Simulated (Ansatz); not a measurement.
`C[Si](C)(C)[Si](C)(C)[Si](C)(C)[Si](C)(C)[Si](C)(C)[Si](C)(C)[Si](C)(C)[Si](C)(C)[Si](C)(C)[Si](C)(C)C` with charge +1. Charge 1, multiplicity 2. Geometry r2SCAN-D4/def2-SVP, that of the neutral singlet; atoms count from 1.

```xyz
98

C    -0.540   -8.965    0.577
Si   -1.151   -7.177    0.427
C    -1.549   -6.830   -1.389
C    -2.743   -7.027    1.439
Si    0.559   -5.777    1.276
C     0.243   -5.477    3.129
C     2.205   -6.725    1.111
Si    0.848   -3.709    0.173
C     2.512   -2.997    0.766
C     0.940   -3.984   -1.705
Si   -0.870   -2.217    0.775
C    -0.547   -1.609    2.546
C    -2.529   -3.154    0.793
Si   -1.175   -0.437   -0.746
C    -2.569    0.669   -0.071
C    -1.811   -1.222   -2.363
Si    0.675    0.890   -1.374
C     1.943   -0.206   -2.279
C     0.024    2.138   -2.656
Si    1.828    2.097    0.295
C     2.125    1.048    1.854
C     3.533    2.528   -0.434
Si    0.763    4.067    1.046
C     1.718    4.587    2.612
C    -1.019    3.689    1.590
Si    0.821    5.903   -0.454
C     1.928    5.593   -1.968
C     1.568    7.378    0.494
Si   -1.316    6.598   -1.175
C    -2.353    7.157    0.307
C    -2.270    5.265   -2.119
C    -1.076    8.085   -2.326
H    -1.310   -9.673    0.225
H    -0.305   -9.222    1.624
H     0.371   -9.134   -0.020
H    -0.653   -6.910   -2.026
H    -1.966   -5.819   -1.524
H    -2.295   -7.552   -1.766
H    -2.557   -7.191    2.513
H    -3.474   -7.784    1.107
H    -3.216   -6.038    1.325
H     0.232   -6.431    3.685
H    -0.727   -4.982    3.299
H     1.028   -4.841    3.572
H     3.037   -6.148    1.547
H     2.452   -6.925    0.055
H     2.157   -7.696    1.632
H     3.349   -3.654    0.475
H     2.702   -2.002    0.332
H     2.533   -2.891    1.864
H     1.699   -4.746   -1.954
H     1.218   -3.052   -2.223
H    -0.024   -4.325   -2.113
H    -1.293   -0.859    2.856
H     0.451   -1.156    2.643
H    -0.602   -2.452    3.256
H    -2.506   -3.941    1.565
H    -3.372   -2.482    1.025
H    -2.738   -3.640   -0.174
H    -2.311    1.103    0.908
H    -2.785    1.502   -0.762
H    -3.498    0.087    0.051
H    -1.058   -1.885   -2.819
H    -2.716   -1.823   -2.173
H    -2.075   -0.448   -3.104
H     2.392   -0.963   -1.616
H     2.761    0.411   -2.688
H     1.469   -0.736   -3.123
H     0.863    2.671   -3.135
H    -0.547    1.634   -3.454
H    -0.632    2.893   -2.193
H     2.526    0.050    1.607
H     2.851    1.547    2.518
H     1.193    0.905    2.422
H     3.444    3.024   -1.414
H     4.096    3.201    0.234
H     4.135    1.614   -0.572
H     1.300    5.513    3.042
H     2.785    4.768    2.401
H     1.656    3.800    3.384
H    -1.044    2.824    2.274
H    -1.451    4.550    2.126
H    -1.673    3.460    0.734
H     1.575    4.737   -2.565
H     1.938    6.481   -2.622
H     2.968    5.389   -1.664
H     1.640    8.266   -0.156
H     0.959    7.650    1.371
H     2.584    7.144    0.855
H    -1.828    7.923    0.901
H    -3.307    7.595   -0.033
H    -2.591    6.316    0.977
H    -2.475    4.384   -1.488
H    -3.242    5.660   -2.462
H    -1.717    4.921   -3.008
H    -0.543    8.906   -1.818
H    -2.050    8.479   -2.665
H    -0.495    7.814   -3.223
```

Single mean-field runs in def2-SVP are fitted with def2-universal-jkfit.

Problem. Estimate the Mulliken populations of the heavy atoms from the PBE0/def2-SVP orbitals of Ansatz.

Solution. 
| atom | charge (e) | spin (α − β) |
| --- | --- | --- |
| C1 | -0.31 | 0.01 |
| Si2 | 0.36 | 0.04 |
| C3 | -0.31 | 0.00 |
| C4 | -0.31 | 0.00 |
| Si5 | 0.15 | 0.12 |
| C6 | -0.31 | 0.00 |
| C7 | -0.30 | 0.00 |
| Si8 | 0.20 | 0.12 |
| C9 | -0.32 | 0.00 |
| C10 | -0.30 | 0.00 |
| Si11 | 0.18 | 0.10 |
| C12 | -0.30 | 0.00 |
| C13 | -0.32 | 0.00 |
| Si14 | 0.20 | 0.11 |
| C15 | -0.31 | 0.00 |
| C16 | -0.31 | 0.00 |
| Si17 | 0.19 | 0.07 |
| C18 | -0.31 | 0.00 |
| C19 | -0.32 | 0.00 |
| Si20 | 0.21 | 0.08 |
| C21 | -0.33 | 0.00 |
| C22 | -0.31 | 0.00 |
| Si23 | 0.18 | 0.10 |
| C24 | -0.30 | -0.01 |
| C25 | -0.32 | 0.00 |
| Si26 | 0.16 | 0.09 |
| C27 | -0.30 | 0.00 |
| C28 | -0.30 | 0.00 |
| Si29 | 0.36 | 0.05 |
| C30 | -0.31 | 0.00 |
| C31 | -0.32 | 0.00 |
| C32 | -0.31 | 0.01 |
Mulliken values and Mayer orders depend strongly on the basis.

Problem. Where does the spin sit?

Solution. Summed by element: C 0.01, Si 0.88, H 0.12, of 1 unpaired in all. Largest on single atoms: Si8 0.12, Si5 0.12, Si14 0.11.

Problem. And the Mayer bond orders between bonded heavy atoms (over 0.3)?

Solution. C1–Si2 1.04 (1.90 Å); Si2–C3 1.03 (1.89 Å); Si2–C4 1.04 (1.89 Å); Si2–Si5 0.86 (2.37 Å); Si5–C6 1.04 (1.90 Å); Si5–C7 1.06 (1.91 Å); Si5–Si8 0.82 (2.36 Å); Si8–C9 1.04 (1.90 Å); Si8–C10 1.05 (1.90 Å); Si8–Si11 0.87 (2.35 Å); Si11–C12 1.05 (1.90 Å); Si11–C13 1.04 (1.91 Å); Si11–Si14 0.84 (2.36 Å); Si14–C15 1.05 (1.90 Å); Si14–C16 1.04 (1.91 Å); Si14–Si17 0.88 (2.36 Å); Si17–C18 1.04 (1.90 Å); Si17–C19 1.04 (1.90 Å); Si17–Si20 0.88 (2.36 Å); Si20–C21 1.03 (1.90 Å); Si20–C22 1.04 (1.90 Å); Si20–Si23 0.86 (2.36 Å); Si23–C24 1.06 (1.91 Å); Si23–C25 1.05 (1.90 Å); Si23–Si26 0.84 (2.37 Å); Si26–C27 1.05 (1.90 Å); Si26–C28 1.05 (1.91 Å); Si26–Si29 0.86 (2.36 Å); Si29–C30 1.03 (1.89 Å); Si29–C31 1.02 (1.89 Å); Si29–C32 1.03 (1.90 Å).
